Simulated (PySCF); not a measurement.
## From computed data to an observable: entropy of an ideal gas

GeH3I, SMILES [I][GeH3].

The structure is a stationary point at PBE0-D3(BJ)/def2-TZVP. The def2 effective core potentials stand for the cores of I; spin–orbit coupling is left out.

PBE0-D3(BJ)/def2-TZVP in PySCF 2.14.0 gives the harmonic wavenumbers 253, 542, 542, 814, 870, 870, 2171, 2185, 2185 cm⁻¹ and the rotational temperatures 3.7588, 0.0788, 0.0788 K. The molar mass is 202.56 g/mol, the symmetry number 3, the spin multiplicity 1.

Problem. Work out the entropy at 298.15 K and 1 atm in the rigid-rotor, harmonic-oscillator model.

Solution. 
Translation (Sackur–Tetrode at 1 atm): S = R[1.5 ln M + 2.5 ln T − 1.16487] = 175.0 J/(mol K).
Rotation: q = (√π/σ) T^1.5/√(θA θB θC) = 19900, S = R[ln q + 3/2] = 94.8 J/(mol K).
Vibration: with u = 1.4388 ν/T, each mode gives R[u/(e^u − 1) − ln(1 − e^−u)]:
| ν (cm⁻¹) | modes | u | S (J/(mol K)) |
|---|---|---|---|
| 253 | 1 | 1.22 | 7.15 |
| 542 | 2 | 2.62 | 4.69 |
| 814 | 1 | 3.93 | 0.82 |
| 870 | 2 | 4.20 | 1.32 |
The stiffer modes add less than 0.005 each. Sum 14.0 J/(mol K).
Spin: R ln 1 = 0.0 J/(mol K).
Total 283.8 J/(mol K); the program's own thermochemistry gives 283.7. Translation makes up 62 % and vibration 5 %. Anharmonicity, hindered rotation and orbital degeneracy are left out.
